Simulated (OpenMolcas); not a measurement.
# Ionisation energies of bismuth

```json
{
  "Program": "OpenMolcas",
  "Basis": "ANO-RCC-VQZP [9s8p6d4f3g]",
  "Scalar Hamiltonian": "DKH2, point nucleus",
  "Spin-orbit coupling": "state interaction with AMFI integrals over the reference wave functions, term energies averaged over their components"
}
```

Active shells in each charge state: the valence s, p shells, with orbitals averaged over the low states. Where CASPT2's correlated closed shells are named, they are those of the first ion.

A. CASSCF
B. SS-CASPT2, IPEA 0.25 Eh, imaginary shift 0.1 Eh (closed shells correlated: 5d)
C. SS-CASPT2, IPEA 0.25 Eh, imaginary shift 0.1 Eh (closed shells correlated: none)
D. SS-CASPT2, IPEA 0 Eh, imaginary shift 0.1 Eh (closed shells correlated: 5d)
E. SS-CASPT2, IPEA 0.25 Eh, imaginary shift 0.1 Eh (closed shells correlated: 4f 5s 5p 5d)

Energies in eV between the lowest computed levels, named as in B; reference values from the NIST Atomic Spectra Database with their kind.

```csv
From,To,A,B,C,D,E,Spin-orbit share in B,Reference
Bi+ 6s² 6p² ³P₀,Bi2+ 6s² 6p ²P°_1/2,15.662,16.479,16.142,16.566,16.514,+0.558,16.703 (measured)
Bi2+ 6s² 6p ²P°_1/2,Bi3+ 6s² ¹S₀,24.135,25.185,24.661,25.266,25.254,+1.474,25.571 (measured)
Bi3+ 6s² ¹S₀,Bi4+ 6s ²S_1/2,43.213,44.468,43.287,44.473,44.612,+0.000,45.370 (measured)
Bi4+ 6s ²S_1/2,Bi5+ 5d¹⁰ ¹S₀,54.158,55.836,54.158,55.898,56.068,+0.000,54.856 (measured)
```

Steps that some method lacks are left out, and so are those with a state whose active s or d shell is doubly occupied in every root (s and p with five to eight electrons, d10) over a frozen core shell of the same l, since the two then mix freely.

Error against the reference values, in %:

| From | Reference | A | B | C | D | E |
| --- | --- | --- | --- | --- | --- | --- |
| Bi+ | measured | -6.2 | -1.3 | -3.4 | -0.8 | -1.1 |
| Bi2+ | measured | -5.6 | -1.5 | -3.6 | -1.2 | -1.2 |
| Bi3+ | measured | -4.8 | -2.0 | -4.6 | -2.0 | -1.7 |
| Bi4+ | measured | -1.3 | +1.8 | -1.3 | +1.9 | +2.2 |

Mean absolute error over the 4 measured values: A 1.33 eV, B 0.62 eV, C 1.06 eV, D 0.60 eV, E 0.62 eV.

° marks odd parity.
